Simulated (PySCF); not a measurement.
A structure optimised at PBE-D3(BJ)/def2-SVP, used in a PySCF frequency run:

```
W
O 1 1.6984
O 1 1.6984 2 102.47
O 1 1.8282 2 105.01 3 -109.51
H 4 0.9837 1 142.88 2 53.83
```
Charge +1, spin multiplicity 1.

Task: Write its SMILES, formula and point group.

Result: [O]=[W+](=[O])[OH], HO3W, Cs

Task: What are its rotational constants (standard atomic weights)?

Result: 6.5285, 5.5387, 4.0085 GHz
